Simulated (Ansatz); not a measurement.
Computed with Ansatz on PBE0-D4/def2-TZVP structures; ΔE is electronic, products minus reactants. CCSD(T)/CBS is the MP2 limit (def2-TZVPP, def2-QZVPP) plus CCSD(T) − MP2 in def2-TZVPP, frozen cores. This one scheme is used for every species. One conformer a species, not always the lowest.

Reaction (hydrogenolysis of the Al–C bond): `C[NH][Al]([CH3])[F]` + H₂ → `C[NH][AlH][F]` + CH₄

```tsv
species	CCSD(T)/CBS(def2) energy (Eh)
`C[NH][Al]([CH3])[F]`	-476.95256
H₂	-1.17544
`C[NH][AlH][F]`	-437.67416
CH₄	-40.46206
```

Q: Work out ΔE.

A: ΔE = (-437.67416) + (-40.46206) − (-476.95256) − (-1.17544) = -0.00822 Eh = -5.2 kcal/mol.

Largest T1 diagnostic among the species: 0.012.

Leaving LDA and LC-ωPBE aside and taking each functional with its dispersion term where it has one, the values, not all of them listed here, spread over 4.3 kcal/mol, from B97M-V to revPBE-D4. LDA lies +1.0 kcal/mol from PBE without D4. In def2-TZVPP, CCSD(T) changes the Hartree–Fock value by +5.4 kcal/mol (the triples alone add +0.9 kcal/mol) and MP2 by +6.4 kcal/mol.
